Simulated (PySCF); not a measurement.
# What a mistake does to a calculation on AlBCH6N

These are calculations, not measurements. The program is PySCF 2.14.0, an open-source quantum chemistry code, run on an isolated molecule that a program drew, which may never have been made. The molecule is AlBCH6N (charge 0, doublet), drawn as the SMILES string `[BH][AlH][CH2]N`.

Each row is a Hartree-Fock (HF) and frozen-core CCSD(T) single point in the cc-pV(D+d)Z basis, meant for a local HF minimum. Run 1 is clean. Each other run has one planted mistake out of seven kinds, and not every kind appears here: one electron removed, one electron added, multiplicity raised by two, geometry at a saddle point, minimal basis STO-3G, one bond length entered in bohr, all coordinates scaled. The reference is restricted for singlets and unrestricted otherwise, and also for a bond in bohr. Adding or removing an electron swaps singlet and doublet. Electrons count all cores. HOMO and LUMO are orbital energies over both spins, the gradient is its largest component, and the lowest frequency (negative if imaginary) is given only where the gradient is small. Bond lengths are over the 9 bonds as drawn. T1 is the CCSD diagnostic: over 0.02 (restricted) or 0.045 (unrestricted) a single reference is doubtful.

Geometry of the clean run:
```xyz
10
AlBCH6N, angstrom
B    -1.7956    0.1357    0.8982
Al   -0.2996   -1.1458    0.2773
C    -0.4773   -2.2867   -1.3481
N     0.6615   -3.1638   -1.6905
H    -2.6536    0.8766    1.2619
H     1.0295   -1.2045    1.1446
H    -1.3703   -2.9188   -1.2646
H    -0.6886   -1.6594   -2.2231
H     1.4966   -2.6150   -1.8120
H     0.8642   -3.7830   -0.9232
```

| run | electrons | basis functions | <S^2> | HOMO (eV) | LUMO (eV) | gradient (hartree/bohr) | lowest frequency (cm^-1) | mean bond (Å) | longest bond (Å) | T1 | HF (hartree) | CCSD(T) (hartree) | mistake |
|---|---|---|---|---|---|---|---|---|---|---|---|---|---|
| 1 | 37 | 95 | 0.759 | -8.17 | 1.01 | 7.7e-06 | 24 | 1.3915 | 2.065 | 0.0144 | -362.31450 | -362.82036 | no fault |
| 2 | 37 | 30 | 0.766 | -5.80 | 7.25 | 3.8e-02 | - | 1.3915 | 2.065 | 0.0116 | -357.89026 | -358.09077 | minimal basis STO-3G |
| 3 | 37 | 95 | 3.767 | -8.37 | -1.00 | 1.3e-02 | - | 1.3915 | 2.065 | 0.0534 | -362.22175 | -362.72368 | multiplicity raised by two |
| 4 | 37 | 95 | 0.758 | -8.20 | 1.03 | 1.7e-02 | - | 1.3636 | 2.024 | 0.0142 | -362.31090 | -362.81370 | all coordinates scaled |
| 5 | 38 | 95 | 0.000 | -0.38 | 6.79 | 2.9e-02 | - | 1.3915 | 2.065 | 0.0167 | -362.29261 | -362.83944 | ? |
| 6 | 37 | 95 | 1.254 | -6.89 | 1.06 | 1.4e-02 | - | 1.5956 | 3.903 | 0.0730 | -362.21651 | -362.71611 | ? |

**Which mistake was planted in run 5, and what did it cost?**

It counts 38 electrons, one more than the clean run, at the same geometry and basis. So the mistake is: one electron added. Subtracting run 1 and multiplying by 627.51 kcal/mol a hartree, the energy moved by 13.7 kcal/mol in HF and -12.0 kcal/mol in CCSD(T).

**Which mistake was planted in run 6, and what did it cost?**

The mean bond changes by a factor of 1.147 and the longest by 1.890, so the molecule wasn't scaled as a whole. A length L in bohr read as angstrom grows by (1/0.5292 - 1) L = 0.890 L. The 9 bonds together grew by 9 x 0.2041 = 1.837 Å, which gives L = 2.065 Å. That is bond B1-Al2, 2.065 Å in the clean geometry. So the mistake is: one bond length entered in bohr. Subtracting run 1 and multiplying by 627.51 kcal/mol a hartree, the energy moved by 61.5 kcal/mol in HF and 65.4 kcal/mol in CCSD(T).

Cautions from the logs. Run 3: T1 is over the limit, so its CCSD(T) energy is less reliable; run 6: T1 is over the limit, so its CCSD(T) energy is less reliable.
